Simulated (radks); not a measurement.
Species: Sm I. Configuration: [Xe] 4f6 6s1 6p1 (not the ground configuration).

Calculated with a radial shooting solver on a logarithmic mesh with Libxc functionals: scalar-relativistic Kohn-Sham, BLYP, spin-polarised, spherical densities, point nucleus; open shells are filled with parallel spins first (spin-orbit coupling, left out, can overturn this in heavy ions).

Energy parts (hartree):
| part | energy |
|---|---|
| total | -10428.1484 |
| kinetic | 11148.3302 |
| electron-nucleus | -25385.7689 |
| Hartree | 4045.5795 |
| exchange-correlation | -236.2892 |

Orbitals (lengths in bohr, moments of r in powers of bohr; <r^-3> diverges for s and p1/2; r(90%) holds 90 % of the orbital's charge):
| orbital | occ. | eigenvalue (hartree) | <r^4> | r(90%) | <1/r> | <r^-3> |
|---|---|---|---|---|---|---|
| 1s up | 1 | -1715.678 | 1.316e-06 | 0.0411 | 68.83 | - |
| 1s down | 1 | -1715.678 | 1.316e-06 | 0.0411 | 68.83 | - |
| 2s up | 1 | -280.3544 | 0.0002120 | 0.150 | 15.93 | - |
| 2s down | 1 | -280.3531 | 0.0002119 | 0.150 | 15.93 | - |
| 2p up | 3 | -250.0870 | 0.0001572 | 0.139 | 14.95 | 10170 |
| 2p down | 3 | -250.0859 | 0.0001572 | 0.139 | 14.95 | 10170 |
| 3s up | 1 | -61.43931 | 0.008339 | 0.374 | 5.826 | - |
| 3s down | 1 | -61.37210 | 0.008314 | 0.374 | 5.831 | - |
| 3p up | 3 | -51.97970 | 0.008727 | 0.379 | 5.492 | 2101 |
| 3p down | 3 | -51.91286 | 0.008694 | 0.379 | 5.497 | 2105 |
| 3d up | 5 | -39.16711 | 0.007049 | 0.360 | 5.212 | 285.2 |
| 3d down | 5 | -39.11541 | 0.007010 | 0.360 | 5.217 | 285.8 |
| 4s up | 1 | -12.27491 | 0.2088 | 0.832 | 2.447 | - |
| 4s down | 1 | -12.10319 | 0.2087 | 0.832 | 2.447 | - |
| 4p up | 3 | -9.16751 | 0.2744 | 0.893 | 2.251 | 463.0 |
| 4p down | 3 | -8.99633 | 0.2748 | 0.893 | 2.251 | 462.7 |
| 4d up | 5 | -4.81015 | 0.4460 | 1.01 | 1.974 | 52.09 |
| 4d down | 5 | -4.64055 | 0.4505 | 1.01 | 1.973 | 51.98 |
| 5s up | 1 | -1.65522 | 7.310 | 2.02 | 0.9447 | - |
| 5s down | 1 | -1.55795 | 7.797 | 2.06 | 0.9282 | - |
| 5p up | 3 | -0.91020 | 15.18 | 2.43 | 0.7925 | 62.10 |
| 5p down | 3 | -0.83619 | 16.56 | 2.48 | 0.7734 | 58.17 |
| 4f up | 6 | -0.16639 | 6.748 | 1.74 | 1.369 | 6.224 |
| 6s up | 1 | -0.16402 | 582.6 | 6.07 | 0.3031 | - |
| 6p up | 1 | -0.06613 | 2157 | 8.41 | 0.2213 | 3.999 |
| 4f down | 0 | -0.02290 | 21.76 | 2.02 | 1.301 | 5.751 |

The highest occupied level is 6p up at -1.800 eV. Spin moment in Bohr magnetons: 8. Summed over all electrons, <r^2> = 97.14 bohr^2, which gives a Langevin (diamagnetic) susceptibility term of -76.9 x 10^-6 cm^3/mol.
